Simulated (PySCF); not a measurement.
H4P, SMILES [PH4+], charge +1.

The structure is a stationary point at TPSSh-D3(BJ)/def2-TZVPD. The isomer is the one that the SMILES or the coordinates give; other isomers of the formula were not compared.

Level of theory: M06-2X/def2-TZVPD run with PySCF.

Symmetry labels are those of the subgroup D2 that the program uses (full group Td).

Task: List the valence orbital energies around the gap with their symmetry. (An estimate is asked for; the answer gives what the named calculation found.)

Result: 
```json
[
 {"orbital": "HOMO−7", "symmetry": "A", "energy (eV)": "-195.17"},
 {"orbital": "HOMO−6", "symmetry": "B1", "energy (eV)": "-143.88"},
 {"orbital": "HOMO−5", "symmetry": "B2", "energy (eV)": "-143.88"},
 {"orbital": "HOMO−4", "symmetry": "B3", "energy (eV)": "-143.88"},
 {"orbital": "HOMO−3", "symmetry": "A", "energy (eV)": "-28.44"},
 {"orbital": "HOMO−2", "symmetry": "B1", "energy (eV)": "-20.51"},
 {"orbital": "HOMO−1", "symmetry": "B2", "energy (eV)": "-20.51"},
 {"orbital": "HOMO", "symmetry": "B3", "energy (eV)": "-20.51"},
 {"orbital": "LUMO", "symmetry": "B1", "energy (eV)": "-5.17"},
 {"orbital": "LUMO+1", "symmetry": "B2", "energy (eV)": "-5.17"},
 {"orbital": "LUMO+2", "symmetry": "B3", "energy (eV)": "-5.17"},
 {"orbital": "LUMO+3", "symmetry": "A", "energy (eV)": "-4.98"}
]
```
